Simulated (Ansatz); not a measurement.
The cluster SrS₂, relaxed as a quintet with UKS PBE0-D4/def2-TZVP in Ansatz, starting from the PBE0-D4/def2-TZVP geometry of the neutral singlet. Force threshold 0.02 eV/Å.

In the def2 sets Sr takes a core potential; there is no spin–orbit coupling. At PBE0-D4/def2-TZVP a singlet of charge 0 lies 3.63 eV below the quintet, each at its own geometry. The structure comes from a short search, and lower isomers may exist.

Start:

```
atom   x (Å)   y (Å)   z (Å)
 Sr1   0.246   0.820   1.310
  S2  -0.117   0.494  -1.222
  S3  -0.129  -1.314  -0.088
```

```csv
step,energy (eV),largest force component (eV/Å),SCF passes
1,-22496.8826,2.606,37
2,-22497.4556,0.928,46
3 (rejected),-22497.4495,0.553,61
4,-22497.5158,0.166,59
5,-22497.5195,0.031,55
6,-22497.5197,0.001,58
```

Force components are those of the run's own axes.

End:

```tsv
atom	x (Å)	y (Å)	z (Å)
Sr1	0.2803	0.9331	1.4906
S2	-0.1339	0.5246	-1.3669
S3	-0.1464	-1.4577	-0.1237
```

By distances, no bond broke or formed. The bond that changes most is Sr1–S2, from 2.58 to 2.92 Å (atoms count from 1).

No frequencies were taken in this run, so the end may be a saddle point.

Hardware: 4 threads of Arm Neoverse V2 on a shared host. Wall time 18 s.
